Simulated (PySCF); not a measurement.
**Working out the ionisation energy of Cd**

Cd [Kr] 4d10 5s2 (1S) → Cd⁺ [Kr] 4d10 5s1 (2S). All numbers are calculated (PySCF 2.14, scalar relativity by spin-free X2C-1e, in x2c-TZVPall). Frozen: [Kr]. Energies in hartree (1 hartree = 27.21139 eV):

| part | Cd (lower) | Cd⁺ (upper) |
| --- | --- | --- |
| UHF | -5591.313308 | -5591.043894 |
| MP2 opposite-spin | -0.219186 | -0.186560 |
| MP2 same-spin | -0.122453 | -0.112794 |

**Question.** What does Hartree-Fock give?

**Answer.** (-5591.043894) − (-5591.313308) = 0.269414 hartree = 7.331 eV.

**Question.** What do MP2 and SCS-MP2 (6/5 opposite-spin, 1/3 same-spin) give?

**Answer.** The opposite-spin parts differ by 0.888 eV and the same-spin parts by 0.263 eV. MP2: 7.331 + (0.888) + (0.263) = 8.482 eV. SCS-MP2: 7.331 + 1.2 × (0.888) + (0.263)/3 = 8.484 eV.

Measured between the centres of the two terms (NIST): 8.994 eV, so MP2 (valence) is off by -0.512 eV.

What remains against the reference includes basis incompleteness, the frozen core and correlation beyond second order.
